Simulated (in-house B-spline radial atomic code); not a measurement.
Two electrons outside the [Ne] 3s2 3p6 core: Mn VI (Mn5+)

Computed with a B-spline radial code for spherical atoms: configuration interaction (CI) of the two valence electrons in the field of the frozen Dirac-Fock core, alone and with many-body perturbation theory for the core (screened one- and two-electron correlation potentials), Breit and QED terms; no-pair Dirac Hamiltonian, finite nucleus. Labels give the configuration (outer n counted up each series) and the leading LS term, or the jj pair where no LS term holds 70 %.

The lowest nd levels tend to come out too strongly bound in this method, by some 0.05 to 0.2 eV for each d electron where measurements exist, which shifts their lines and rates.

Command:
```bash
python run_mb.py task.json out
```
Settings (nuclear radius in fm, box in bohr, cutoff in hartree):
```
basis_form          3
Z                   25
core_configuration  [Ne] 3s2 3p6
rms_radius          3.7057
mass_number         55
speed_of_light      137.036
box_radius          12.857
lmax                6
intervals           64
virtual_cutoff      1250.0
```

Cost of the run: 2.4 min on 1 thread of Arm Neoverse N1 (shared host).

Excitation energies (cm⁻¹):

| level | purity of the LS term | CI alone | CI + MBPT + Breit + QED | Landé g of the LS mixture |
| --- | --- | --- | --- | --- |
| 3d2 3F2 | 0.998 | 0 | 0 | 0.67 |
| 3d2 3F3 | 1.0 | ? | ? | ? |
| 3d2 3F4 | 1.0 | 1649 | 1649 | 1.25 |
| 3d2 1D2 | 0.953 | 16396 | 15907 | 1.02 |
| 3d2 3P0 | 0.999 | 19710 | 18416 | - |
| 3d2 3P1 | 1.0 | 19964 | 18682 | 1.50 |
| 3d2 3P2 | 0.955 | 20522 | 19243 | 1.48 |
| 3d2 1G4 | 1.0 | ? | ? | ? |
| 3d2 1S0 | 0.999 | 59528 | 61740 | - |
| 3d4s 3D1 | 1.0 | 228849 | 251753 | 0.50 |
| 3d4s 3D2 | 0.981 | 229278 | 252185 | 1.16 |
| 3d4s 3D3 | 1.0 | 230178 | 253059 | 1.33 |
| 3d4s 1D2 | 0.981 | 233586 | 256945 | 1.00 |

Question: Where does 3d2 1G4 lie?

Answer: 26731 cm⁻¹ in CI alone and 25596 cm⁻¹ with all corrections; g = 1.00.

Question: Where does 3d2 3F3 lie?

Answer: 728 cm⁻¹ in CI alone and 737 cm⁻¹ with all corrections; g = 1.08.

Question: What is the first ionisation energy?

Answer: 95.619 eV to the 3d3/2 state of the next ion (91.827 eV from CI alone). NIST lists 95.604 ± 0.025 eV (measured).
